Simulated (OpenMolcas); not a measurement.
**What dynamic correlation does to the levels of S⁺**

```json
{
  "Program": "OpenMolcas",
  "Basis": "ANO-RCC-VTZP [5s4p2d1f]",
  "Scalar Hamiltonian": "DKH2, point nucleus",
  "Active space": "5 electrons in 4 orbitals (3s 3p)",
  "State averaging": "2S+1 = 4 odd, 1 root; 2S+1 = 2 odd, 8 roots; 2S+1 = 4 even, 3 roots; 2S+1 = 2 even, 9 roots",
  "Spin-orbit coupling": "RASSI with atomic mean-field integrals over the reference wave functions, term energies averaged over their components"
}
```

Methods on the same reference wave functions:
A. CASSCF
B. SS-CASPT2, IPEA 0.25 Eh, imaginary shift 0.1 Eh (closed shells correlated: 2s 2p)
C. XMS-CASPT2, IPEA 0.25 Eh, imaginary shift 0.1 Eh (closed shells correlated: 2s 2p)

Energies in cm⁻¹ above 3s² 3p³ ⁴S°_3/2, the measured ground level; measured values from NIST Handbook of Basic Atomic Spectroscopic Data.

| Level | A | B | C | Measured |
| --- | --- | --- | --- | --- |
| 3s² 3p³ ⁴S°_3/2 | 0.0 | 0.0 | 0.0 | 0.0 |
| 3s² 3p³ ²D°_3/2 | 19200 | 15660 | 15660 | 14853 |
| 3s² 3p³ ²D°_5/2 | 19231 | 15680 | 15680 | 14885 |
| 3s² 3p³ ²P°_1/2 | 26244 | 25130 | 25050 | 24525 |
| 3s² 3p³ ²P°_3/2 | 26265 | 25140 | 25060 | 24572 |
| 3s 3p⁴ ⁴P_5/2 | 86510 | 83020 | 78580 | 79395 |
| 3s 3p⁴ ⁴P_3/2 | 86874 | 83390 | 78940 | 79757 |
| 3s 3p⁴ ⁴P_1/2 | 87088 | 83600 | 79150 | 79963 |
| 3s 3p⁴ ²D_3/2 | 124374 | 109830 | 106850 | 97891 |
| 3s 3p⁴ ²D_5/2 | 124378 | 109840 | 106850 | 97919 |
| 3s 3p⁴ ²S_1/2 | 143306 | 134450 | 129760 | 119784 |
| 3s 3p⁴ ²P_3/2 | 160656 | 145810 | 140710 |  |
| 3s 3p⁴ ²P_1/2 | 161085 | 146240 | 141140 |  |

Deviations, from unrounded energies. A percentage is the sum of absolute deviations over the sum of measured energies, with the sign that they share, or ± where signs differ.

```
                        Against measurement  Levels      A     B     C
             mean absolute deviation (cm-1)      10  11000  5200  3300
other terms of the ground configuration (%)       4  +15.4  +3.5  +3.3
                   other configurations (%)       6  +17.6  +8.9  ±5.5
```

C lies closest to measurement on these levels and A furthest from it. The largest miss of C in the table is 3s 3p⁴ ²S_1/2, by +10000 cm-1. The ranking rests on the paired levels alone, and a cruder setting can come out closer through cancelling errors.

Between B and C the level of the table that moves most is 3s 3p⁴ ²P_3/2, by 5100 cm-1 (lowest in C, highest in B). Moves below CASPT2's spread within the term are not significant.

The mean deviations of B to C differ by less than CASPT2's widest spread within a term (3000 cm-1), so their order carries little weight.

From A to B the spin-free energies of the other terms of 3s² 3p³ shown, above ⁴S°, scale by factors of 0.82 to 0.96.

The lowest spin-free term lies below A's lowest term by 0.109 hartree in B, 0.109 hartree in C.

CASPT2 does not keep the components of a term degenerate, so their means are used; among the terms shown or strongly mixed into the levels shown the widest spread is 3000 cm-1 (3s 3p⁴ ²D, C). Over all roots computed the reference weight is 0.88 to 0.96 in B, 0.86 to 0.96 in C; the roots of lowest weight are the least certain, and an intruder state may touch them. Terms of s pⁿ other than that of highest spin mix with s² pⁿ⁻² d, which this space lacks; all of them can be thousands of cm-1 off, and some have no real level of that name. Without dynamic correlation excited terms often stand tens of per cent too high (terms of higher spin than the ground term too low), and those without a measured partner can miss by more than the paired ones (holds for A). Computed and measured levels are paired by configuration, term and J; levels that our copy of the source lacks, or whose pairing is in doubt (as where it misses far off the trend of its configuration), stay unpaired and out of the deviations. Only configurations of the active space appear.

° marks odd parity.
